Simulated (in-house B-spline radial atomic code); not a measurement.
**PBE excitations of Mg IX (Mg8+)**

Method: PBE. Computed with a B-spline radial code for spherical atoms: linear response of the closed shell [He] 2s2 with the functional's adiabatic kernel; non-relativistic, point nucleus, no spin-orbit coupling, no double excitations, S, P, D and F terms only.

Command:
```bash
python run_td.py task.json out
```
Settings (radii: box in bohr, nucleus in fm):
```
Z                        12
electrons                4
configuration            [He] 2s2
hamiltonian              nr
method                   pbe,pbe
box_radius               11.59
intervals                48
```

Run time, properties included: 0.1 s on 1 thread of Intel(R) Xeon(R) Platinum 8488C (Sapphire Rapids), with other jobs on the host.

The lowest states, in the order of their Tamm-Dancoff energies; the method's threshold (minus the highest occupied level) is 308.99 eV. Labels give the largest channel, * marks a mixed state, and oscillator strengths are full-response dipole values. Semilocal kernels can invert the small singlet-triplet splittings of Rydberg terms. Energies in eV:

```json
{"state": "2s → 2p 3P", "full response": "13.607", "Tamm-Dancoff": "15.481", "oscillator strength": "-"}
{"state": "2s → 2p 1P", "full response": "30.84", "Tamm-Dancoff": "32.33", "oscillator strength": "0.299"}
{"state": "2s → 3s 3S", "full response": "185.91", "Tamm-Dancoff": "185.92", "oscillator strength": "-"}
{"state": "2s → 3s 1S", "full response": "189.34", "Tamm-Dancoff": "189.37", "oscillator strength": "-"}
{"state": "2s → 3p 3P", "full response": "192.47", "Tamm-Dancoff": "192.49", "oscillator strength": "-"}
{"state": "2s → 3p 1P", "full response": "?", "Tamm-Dancoff": "?", "oscillator strength": "?"}
{"state": "2s → 3d 3D", "full response": "196.02", "Tamm-Dancoff": "196.09", "oscillator strength": "-"}
{"state": "2s → 3d 1D", "full response": "198.96", "Tamm-Dancoff": "198.97", "oscillator strength": "-"}
{"state": "2s → 4s 3S", "full response": "244.98", "Tamm-Dancoff": "244.98", "oscillator strength": "-"}
{"state": "2s → 4s 1S", "full response": "245.97", "Tamm-Dancoff": "245.98", "oscillator strength": "-"}
{"state": "2s → 4p 3P", "full response": "247.64", "Tamm-Dancoff": "247.65", "oscillator strength": "-"}
{"state": "2s → 4p 1P", "full response": "247.96", "Tamm-Dancoff": "247.96", "oscillator strength": "0.144"}
{"state": "2s → 4d 3D", "full response": "?", "Tamm-Dancoff": "?", "oscillator strength": "-"}
{"state": "2s → 4d 1D", "full response": "250.26", "Tamm-Dancoff": "250.26", "oscillator strength": "-"}
{"state": "2s → 4f 3F", "full response": "251.49", "Tamm-Dancoff": "251.49", "oscillator strength": "-"}
{"state": "2s → 4f 1F", "full response": "251.61", "Tamm-Dancoff": "251.61", "oscillator strength": "-"}
```

Question: Where does 2s → 4d 3D lie?

Answer: At 249.34 eV in full response, 249.36 eV in Tamm-Dancoff.

Question: Where does 2s → 3p 1P lie?

Answer: At 193.54 eV in full response, 193.55 eV in Tamm-Dancoff, oscillator strength 0.56.

Question: How large is the singlet-triplet splitting of 2s → 2p (P terms) in Tamm-Dancoff?

Answer: 16.9 eV, from the unrounded values.

Question: What polarisabilities and dispersion coefficient does the method give?

Answer: Dipole 0.25 bohr³, quadrupole 0.02647 bohr⁵, C6 0.06009 hartree·bohr⁶ for two such species.
